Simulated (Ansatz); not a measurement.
Saddle point of SiPNH₈O, closed shell (SiNH₅O ([NH2][SiH2][OH]) + PH₃ → SiPNH₆ ([NH2][SiH2][PH2]) + H₂O; bonds formed: Si1–P7, O2–H6; bonds broken: Si1–O2, H6–P7), PBE0-D4/def2-TZVP structure:

```
atom    x (Å)    y (Å)    z (Å)
 Si1  -0.8021   0.0770   0.4132
  O2   0.2294  -1.4411   0.5462
  H3  -1.7158  -0.0415  -0.7491
  H4  -1.6606  -0.3748   1.5611
  N5  -0.2122   1.5281   1.0469
  H6   0.7267  -1.1806  -0.3618
  P7   0.9604   0.3907  -1.5687
  H8  -0.2293  -2.2937   0.5724
  H9   0.3783   2.1594   0.5338
 H10  -0.5217   1.8690   1.9411
 H11   0.5759  -0.5612  -2.5493
 H12   2.2711  -0.1315  -1.3858
```

Energies are electronic, without zero-point energy. Barriers and step energies count from the start structure reached by relaxing down the imaginary mode; all methods use the PBE0-D4 structures, on which another method's saddle can fall below an end. Program: Ansatz 0.2.0. Basis: def2-TZVPP, with def2-QZVPP for the basis limit. Cores are frozen in the correlated methods. B3LYP uses VWN-RPA correlation. Extrapolation: Hartree–Fock as exp(−7.88 √X), correlation as X^−2.97.

```json
{"method": "SPW92", "barrier (kJ/mol)": "?", "step energy (kJ/mol)": "72.5"}
{"method": "PBE-D4", "barrier (kJ/mol)": "169.4", "step energy (kJ/mol)": "68.4"}
{"method": "BLYP-D4", "barrier (kJ/mol)": "197.9", "step energy (kJ/mol)": "84.8"}
{"method": "r2SCAN-D4", "barrier (kJ/mol)": "189.1", "step energy (kJ/mol)": "81.3"}
{"method": "B97M-V", "barrier (kJ/mol)": "?", "step energy (kJ/mol)": "81.7"}
{"method": "PBE0-D4", "barrier (kJ/mol)": "186.0", "step energy (kJ/mol)": "73.2"}
{"method": "B3LYP-D4", "barrier (kJ/mol)": "209.5", "step energy (kJ/mol)": "87.9"}
{"method": "r2SCAN0-D4", "barrier (kJ/mol)": "198.5", "step energy (kJ/mol)": "83.0"}
{"method": "BHLYP-D4", "barrier (kJ/mol)": "?", "step energy (kJ/mol)": "94.7"}
{"method": "CAM-B3LYP-D4", "barrier (kJ/mol)": "217.2", "step energy (kJ/mol)": "94.5"}
{"method": "wB97X-V", "barrier (kJ/mol)": "212.4", "step energy (kJ/mol)": "85.6"}
{"method": "wB97M-V", "barrier (kJ/mol)": "204.4", "step energy (kJ/mol)": "87.2"}
{"method": "B2PLYP", "barrier (kJ/mol)": "216.3", "step energy (kJ/mol)": "90.3"}
{"method": "PBE-QIDH", "barrier (kJ/mol)": "201.3", "step energy (kJ/mol)": "81.0"}
{"method": "RPA on PBE", "barrier (kJ/mol)": "220.1", "step energy (kJ/mol)": "88.7"}
{"method": "HF", "barrier (kJ/mol)": "285.8", "step energy (kJ/mol)": "107.4"}
{"method": "MP2", "barrier (kJ/mol)": "207.3", "step energy (kJ/mol)": "87.2"}
{"method": "CCSD", "barrier (kJ/mol)": "227.3", "step energy (kJ/mol)": "89.8"}
{"method": "CCSD(T)", "barrier (kJ/mol)": "214.3", "step energy (kJ/mol)": "86.4"}
```

Task: Fill in the withheld barriers. (Judge from chemistry; the value comes from the calculation.)

Result: Computed: SPW92 137.0; BHLYP-D4 229.8; B97M-V 204.7 kJ/mol. Each is the energy of the saddle less that of the start structure, by the same method.

For comparison, the barrier by CCSD(T) at an estimated basis limit (MP2 extrapolated from triple and quadruple zeta, plus CCSD(T) − MP2 in triple zeta) is 210.3 kJ/mol.

The T1 diagnostic stays at or below 0.013.

Labels in which every atom is bracketed show which atoms are joined, not bond orders.

For scale, one of the runs: CCSD(T)/def2-TZVPP, 258 basis functions, launched by `ansatz run in.yaml --threads 4 --pin off --events-out ev --progress --plain --max-ram 9574MiB`. The run took 2.6 min on 4 CPU threads of an Arm Neoverse V1 (shared host), with 5.7 GiB of host memory at its peak.
